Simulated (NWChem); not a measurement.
System: C₄H₉S, doublet; SMILES CCS[CH]C

Input file for NWChem:

```
start job
memory heap 200 mb stack 900 mb global 1100 mb
geometry units angstroms noautosym nocenter noautoz
  C      0.024237     2.754926     0.071195
  C     -0.540191     1.381283     0.002908
  S      0.530455     0.027740     0.033500
  C     -0.641107    -1.361842     0.045222
  C      0.108400    -2.680339     0.022448
  H      0.379339     3.127058    -0.910790
  H     -0.734899     3.469301     0.427109
  H      0.881843     2.805798     0.761712
  H     -1.553756     1.213649    -0.375822
  H     -1.268942    -1.275136     0.945831
  H     -1.297798    -1.266462    -0.834650
  H     -0.599796    -3.522624     0.030474
  H      0.764901    -2.782172     0.900009
  H      0.732732    -2.769560    -0.879570
end
basis spherical
  C library iglo-iii
  S library iglo-iii
  H library iglo-iii
end
dft
  odft
  mult 2
  xc xctpssh
  iterations 150
  semidirect filesize 400000000
end
property
  hyperfine
end
task dft property
```

Output (shortened):

```
             Northwest Computational Chemistry Package (NWChem) 7.3.0
             --------------------------------------------------------

                             Geometry "geometry" -> ""
                             -------------------------

 Output coordinates in angstroms (scale by  1.889725989 to convert to a.u.)

  No.       Tag          Charge          X              Y              Z
 ---- ---------------- ---------- -------------- -------------- --------------
    1 C                    6.0000     0.02423700     2.75492600     0.07119500
    2 C                    6.0000    -0.54019100     1.38128300     0.00290800
    3 S                   16.0000     0.53045500     0.02774000     0.03350000
    4 C                    6.0000    -0.64110700    -1.36184200     0.04522200
    5 C                    6.0000     0.10840000    -2.68033900     0.02244800
    6 H                    1.0000     0.37933900     3.12705800    -0.91079000
    7 H                    1.0000    -0.73489900     3.46930100     0.42710900
    8 H                    1.0000     0.88184300     2.80579800     0.76171200
    9 H                    1.0000    -1.55375600     1.21364900    -0.37582200
   10 H                    1.0000    -1.26894200    -1.27513600     0.94583100
   11 H                    1.0000    -1.29779800    -1.26646200    -0.83465000
   12 H                    1.0000    -0.59979600    -3.52262400     0.03047400
   13 H                    1.0000     0.76490100    -2.78217200     0.90000900
   14 H                    1.0000     0.73273200    -2.76956000    -0.87957000

 Effective nuclear repulsion energy (a.u.)     223.6080978516

                              NWChem Property Module
                              ----------------------

  itol2e modified to match energy
  convergence criterion.

                                 NWChem DFT Module
                                 -----------------

 Summary of "ao basis" -> "ao basis" (spherical)
 ------------------------------------------------------------------------------
       Tag                 Description            Shells   Functions and Types
 ---------------- ------------------------------  ------  ---------------------
 C                          iglo-iii                15       35   7s6p2d
 S                          iglo-iii                18       44   8s7p3d
 H                          iglo-iii                 6       10   4s2p

  itol2e modified to match energy
  convergence criterion.

            General Information
            -------------------
          SCF calculation type: DFT
          Wavefunction type:  spin polarized.
          No. of atoms     :    14
          No. of electrons :    49
           Alpha electrons :    25
            Beta electrons :    24
          Charge           :     0
          Spin multiplicity:     2
          Use of symmetry is: off; symmetry adaption is: off
          Maximum number of iterations: 150
          AO basis - number of functions:   274
                     number of shells:   132
          Convergence on energy requested:  1.00D-07
          Convergence on density requested:  1.00D-05
          Convergence on gradient requested:  5.00D-04

              XC Information
              --------------
                  TPSS hybrid Method XC Functional
                     Hartree-Fock (Exact) Exchange  0.100
                  TPSS metaGGA Exchange Functional  0.900
             TPSS03 metaGGA Correlation Functional  1.000

             Grid Information
             ----------------
          Grid used for XC integration:  fine
          Radial quadrature: Mura-Knowles
          Angular quadrature: Lebedev.
          Tag              B.-S. Rad. Rad. Pts. Rad. Cut. Ang. Pts.
          ---              ---------- --------- --------- ---------
          C                   0.70       70          15.0       590
          S                   1.00      123          11.0       770
          H                   0.35       60          16.0       590
          Grid pruning is: on
          Number of quadrature shells:   943
          Spatial weights used:  Erf1

      Superposition of Atomic Density Guess
      -------------------------------------

 Sum of atomic energies:        -552.66231979

      Non-variational initial energy
      ------------------------------

 Total energy =    -555.677941
 1-e energy   =   -1199.625708
 2-e energy   =     420.339669
 HOMO         =      -0.097799
 LUMO         =       0.041259

------------------------------------------------------------
EAF file 0: "./job.aoints.0" size=2236088320 bytes
------------------------------------------------------------
               write      read    awrite     aread      wait
               -----      ----    ------     -----      ----
     calls:     4265         0         0         0         0
   data(b): 2.24e+09  0.00e+00  0.00e+00  0.00e+00
   time(s): 0.00e+00  0.00e+00  0.00e+00  0.00e+00  0.00e+00
rate(mb/s): 0.00e+00  0.00e+00
------------------------------------------------------------

[...]

          ----------------------
          Hyperfine Interactions
          ----------------------

 Total Spin Density (Fermi Contact Term)
 ------------------ --------------------
     Atom            x         y         z       Density (a.u.)      Aiso(MHz)     Aiso(Gauss)
     1  13-C      0.04580   5.20606   0.13454      -0.029129        -32.746952     -11.684907
     2  13-C     -1.02081   2.61025   0.00550       0.106158        119.341932      42.584097
     3  33-S      1.00241   0.05242   0.06331       0.021664          7.441134       2.655177
     4  13-C     -1.21152  -2.57351   0.08546       0.001405          1.579982       0.563776
     5  13-C      0.20485  -5.06511   0.04242      -0.001335         -1.500996      -0.535592
     6   1-H      0.71685   5.90928  -1.72114       0.026653        119.135144      42.510310
     7   1-H     -1.38876   6.55603   0.80712       0.007041         31.470856      11.229565
     8   1-H      1.66644   5.30219   1.43943       0.005851         26.154457       9.332545
     9   1-H     -2.93617   2.29346  -0.71020      -0.008001        -35.764798     -12.761748
    10   1-H     -2.39795  -2.40966   1.78736       0.002479         11.081454       3.954132
    11   1-H     -2.45248  -2.39327  -1.57726       0.001677          7.497743       2.675376
    12   1-H     -1.13345  -6.65679   0.05759      -0.000327         -1.463835      -0.522332
    13   1-H      1.44545  -5.25754   1.70077      -0.000011         -0.051064      -0.018221
    14   1-H      1.38466  -5.23371  -1.66215      -0.000029         -0.130685      -0.046632

           -------------------------------------------
           Anisotropic Interaction (Spin-Dipolar Term)
           -------------------------------------------

 ------------------------------------------------------------
     Atom            x         y         z
 ------------------------------------------------------------
     1  13-C      0.04580   5.20606   0.13454

   Spin-Dipolar term (a.u.)
        xx             yy             zz             xy             xz             yz
 ------------------------------------------------------------------------------------------
      -0.002527       0.009172      -0.006645       0.008949      -0.003490      -0.001225

   Principal Comp. of -hf- tensor (au)            Anisotropic -hfcc- (MHz)               Anisotropic -hfcc- (Gauss)
 --------------------------------------------------------------------------------------------------------------------------
     -0.009660     0.014375    -0.004715      -1.296241     1.928939    -0.632697      -0.462530     0.688292    -0.225762

   Orientation of the principal axis of Hyperfine Tensor w.r.t absolute (molecular) frame
 --------------------------------------------------------------------------------------------------------------------------
      0.681994     0.484864    -0.547532
     -0.280131     0.864738     0.416839
      0.675582    -0.130900     0.725572

 ------------------------------------------------------------
     Atom            x         y         z
 ------------------------------------------------------------
     2  13-C     -1.02081   2.61025   0.00550

   Spin-Dipolar term (a.u.)
        xx             yy             zz             xy             xz             yz
 ------------------------------------------------------------------------------------------
      -0.420842      -0.497538       0.918380       0.013315      -0.350484      -0.079052

   Principal Comp. of -hf- tensor (au)            Anisotropic -hfcc- (MHz)               Anisotropic -hfcc- (Gauss)
 --------------------------------------------------------------------------------------------------------------------------
     -0.510890    -0.497912     1.008802     -68.556559   -66.815025   135.371583     -24.462644   -23.841222    48.303866

   Orientation of the principal axis of Hyperfine Tensor w.r.t absolute (molecular) frame
 --------------------------------------------------------------------------------------------------------------------------
      0.806670    -0.540858    -0.238235
      0.545265     0.836587    -0.052998
      0.227969    -0.087149     0.969760

 ------------------------------------------------------------
     Atom            x         y         z
 ------------------------------------------------------------
     3  33-S      1.00241   0.05242   0.06331

   Spin-Dipolar term (a.u.)
        xx             yy             zz             xy             xz             yz
 ------------------------------------------------------------------------------------------
      -0.462895      -0.425219       0.888114       0.035206      -0.165985       0.246064

   Principal Comp. of -hf- tensor (au)            Anisotropic -hfcc- (MHz)               Anisotropic -hfcc- (Gauss)
 --------------------------------------------------------------------------------------------------------------------------
     -0.539155    -0.411037     0.950192     -22.104875   -16.852142    38.957018      -7.887556    -6.013253    13.900809

   Orientation of the principal axis of Hyperfine Tensor w.r.t absolute (molecular) frame
 --------------------------------------------------------------------------------------------------------------------------
      0.731386     0.672922    -0.110681
     -0.652713     0.737758     0.172278
      0.197586    -0.053759     0.978810

 ------------------------------------------------------------
     Atom            x         y         z
 ------------------------------------------------------------
     4  13-C     -1.21152  -2.57351   0.08546

   Spin-Dipolar term (a.u.)
        xx             yy             zz             xy             xz             yz
 ------------------------------------------------------------------------------------------
      -0.000672       0.010667      -0.009995       0.006695       0.001045       0.000452

   Principal Comp. of -hf- tensor (au)            Anisotropic -hfcc- (MHz)               Anisotropic -hfcc- (Gauss)
 --------------------------------------------------------------------------------------------------------------------------
     -0.003685     0.013801    -0.010116      -0.494480     1.851964    -1.357484      -0.176442     0.660826    -0.484383

   Orientation of the principal axis of Hyperfine Tensor w.r.t absolute (molecular) frame
 --------------------------------------------------------------------------------------------------------------------------
      0.898430     0.421677    -0.122521
     -0.422807     0.906043     0.017909
      0.118561     0.035713     0.992304

 ------------------------------------------------------------
     Atom            x         y         z
 ------------------------------------------------------------
     5  13-C      0.20485  -5.06511   0.04242

   Spin-Dipolar term (a.u.)
        xx             yy             zz             xy             xz             yz
 ------------------------------------------------------------------------------------------
      -0.003323       0.003226       0.000096       0.000748      -0.000996       0.000995

   Principal Comp. of -hf- tensor (au)            Anisotropic -hfcc- (MHz)               Anisotropic -hfcc- (Gauss)
 --------------------------------------------------------------------------------------------------------------------------
     -0.003733     0.003546     0.000187      -0.500885     0.475775     0.025110      -0.178728     0.169768     0.008960

   Orientation of the principal axis of Hyperfine Tensor w.r.t absolute (molecular) frame
 --------------------------------------------------------------------------------------------------------------------------
      0.948307     0.067493    -0.310094
     -0.142473     0.963662    -0.225959
      0.283575     0.258459     0.923463

 ------------------------------------------------------------
     Atom            x         y         z
 ------------------------------------------------------------
     6   1-H      0.71685   5.90928  -1.72114

   Spin-Dipolar term (a.u.)
        xx             yy             zz             xy             xz             yz
 ------------------------------------------------------------------------------------------
      -0.003425       0.008035      -0.004610       0.006958      -0.001838      -0.004517

   Principal Comp. of -hf- tensor (au)            Anisotropic -hfcc- (MHz)               Anisotropic -hfcc- (Gauss)
 --------------------------------------------------------------------------------------------------------------------------
     -0.006790     0.012690    -0.005900      -3.622801     6.770540    -3.147739      -1.292703     2.415893    -1.123190

   Orientation of the principal axis of Hyperfine Tensor w.r.t absolute (molecular) frame
 --------------------------------------------------------------------------------------------------------------------------
      0.828811     0.407460     0.383469
     -0.477749     0.872085     0.105938
     -0.291252    -0.271005     0.917458

 ------------------------------------------------------------
     Atom            x         y         z
 ------------------------------------------------------------
     7   1-H     -1.38876   6.55603   0.80712

   Spin-Dipolar term (a.u.)
        xx             yy             zz             xy             xz             yz
 ------------------------------------------------------------------------------------------
      -0.008646       0.015606      -0.006960      -0.000303       0.000496       0.002299

[...]
```

Level: TPSSh/IGLO-III, spin-unrestricted, contact and dipolar terms. Geometry: optimised at PBE0/def2-SVP, spin-unrestricted. No stability test was run on the SCF state.
